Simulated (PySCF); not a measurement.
SMILES C1=CCCCCCCC=1, C₉H₁₄

Molfile (atoms numbered from 1):
```
C9H14
     RDKit          3D

 23 23  0  0  0  0  0  0  0  0999 V2000
   -0.7982   -1.5348   -0.1247 C   0  0  0  0  0  0  0  0  0  0  0  0
   -1.9175   -0.8881    0.0852 C   0  0  0  0  0  0  0  0  0  0  0  0
   -2.1524    0.4964   -0.4720 C   0  0  0  0  0  0  0  0  0  0  0  0
   -0.9189    1.1804   -1.0615 C   0  0  0  0  0  0  0  0  0  0  0  0
    0.0447    1.8215   -0.0590 C   0  0  0  0  0  0  0  0  0  0  0  0
    0.8081    0.9316    0.9266 C   0  0  0  0  0  0  0  0  0  0  0  0
    1.8753   -0.0075    0.3276 C   0  0  0  0  0  0  0  0  0  0  0  0
    1.5950   -1.5067    0.5019 C   0  0  0  0  0  0  0  0  0  0  0  0
    0.4224   -1.9645   -0.3342 C   0  0  0  0  0  0  0  0  0  0  0  0
   -2.7152   -1.3392    0.6889 H   0  0  0  0  0  0  0  0  0  0  0  0
   -2.9428    0.4343   -1.2421 H   0  0  0  0  0  0  0  0  0  0  0  0
   -2.5805    1.1253    0.3302 H   0  0  0  0  0  0  0  0  0  0  0  0
   -0.3826    0.4654   -1.7084 H   0  0  0  0  0  0  0  0  0  0  0  0
   -1.2672    1.9840   -1.7311 H   0  0  0  0  0  0  0  0  0  0  0  0
   -0.5251    2.5639    0.5284 H   0  0  0  0  0  0  0  0  0  0  0  0
    0.7841    2.4095   -0.6320 H   0  0  0  0  0  0  0  0  0  0  0  0
    0.0946    0.3514    1.5326 H   0  0  0  0  0  0  0  0  0  0  0  0
    1.3054    1.6095    1.6397 H   0  0  0  0  0  0  0  0  0  0  0  0
    2.0028    0.2048   -0.7483 H   0  0  0  0  0  0  0  0  0  0  0  0
    2.8527    0.2107    0.7889 H   0  0  0  0  0  0  0  0  0  0  0  0
    2.4888   -2.0834    0.2184 H   0  0  0  0  0  0  0  0  0  0  0  0
    1.4132   -1.7197    1.5689 H   0  0  0  0  0  0  0  0  0  0  0  0
    0.6230   -2.5976   -1.2082 H   0  0  0  0  0  0  0  0  0  0  0  0
  1  2  2  0
  2  3  1  0
  3  4  1  0
  4  5  1  0
  5  6  1  0
  6  7  1  0
  7  8  1  0
  8  9  1  0
  9  1  2  0
  2 10  1  0
  3 11  1  0
  3 12  1  0
  4 13  1  0
  4 14  1  0
  5 15  1  0
  5 16  1  0
  6 17  1  0
  6 18  1  0
  7 19  1  0
  7 20  1  0
  8 21  1  0
  8 22  1  0
  9 23  1  0
M  END
```

Theory: PySCF 2.14.0, quadratic response CAM-B3LYP/def2-SVPD first hyperpolarisability, Taylor convention, gas phase. Geometry: PBE0-D3(BJ)/def2-SVP.

Give the tensor of the static β(0;0,0) in the axes of these coordinates.

In au, Taylor convention; rows are the first index (the induced dipole):
|  | xx | yy | zz | xy | xz | yz |
| --- | --- | --- | --- | --- | --- | --- |
| x | +29.2 | -19.7 | -4.5 | +23.2 | -5.5 | -12.5 |
| y | +23.2 | +45.0 | -15.0 | -19.7 | -12.5 | +8.8 |
| z | -5.5 | +8.8 | -6.2 | -12.5 | -4.5 | -15.0 |

Norm of βᵢ = ⅓ Σⱼ (βᵢⱼⱼ + βⱼᵢⱼ + βⱼⱼᵢ): 53.5 au, hyper-Rayleigh value 30.8 au.
